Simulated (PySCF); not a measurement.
Si(H)(SH) (H2SSi), SMILES [SiH]S (connectivity only; charge and spin as stated), neutral, multiplicity 1.

Geometry: PBE-D3(BJ)/def2-TZVP.

Level of theory: PySCF with PBE-D3(BJ)/def2-TZVP.

Frequencies are harmonic and unscaled.

| mode | ν (cm⁻¹) | IR (km/mol) | Raman (Å⁴/amu) | depolarisation | moving atoms (share of kinetic energy) |
|---|---|---|---|---|---|
| 1 | 499 | 28.3 | 22.4 | 0.27 | S 47 %, Si 47 % |
| 2 | 612 | 17.7 | 7.2 | 0.36 | H 93 % |
| 3 | 633 | 1.1 | 0.8 | 0.75 | H 97 % |
| 4 | 890 | 28.6 | 15.0 | 0.67 | H 92 % |
| 5 | 1965 | 196.7 | 180.9 | 0.38 | H 97 % |
| 6 | 2579 | 0.2 | 129.1 | 0.28 | H 97 % |
